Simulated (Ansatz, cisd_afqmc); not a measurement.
System: O, charge -1, doublet.

Total energies in aug-cc-pVTZ, 7 correlated electrons, 1 frozen orbitals. Radicals and triplets start from unrestricted determinants; spin-orbit coupling is neglected. Cores are frozen in correlated methods. No relativity. AFQMC is phaseless with a CISD trial state; ± is one standard error, without the phaseless bias. Outlying blocks are dropped, and bars are widened where a walk drifts. Over all cases where full CI ran beside it in this data, AFQMC minus full CI had a median of +0.1 mEh and passed +0.4 mEh in a tenth of the cases.

```csv
method,program,energy (Eh),minus CCSDTQ (mEh)
HF,Ansatz,-74.79222,236.66
MP2,Ansatz,-75.01133,17.55
CCSD,Ansatz,-75.01906,9.81
CCSD(T),Ansatz,-75.02788,0.99
CCSDT(Q),Ansatz,-75.02896,-0.09
CCSDTQ,Ansatz,-75.02887,0.00
AFQMC/CISD,cisd_afqmc,-75.0281 ± 0.0003,0.7 ± 0.3
```

Ansatz is an electronic-structure program.
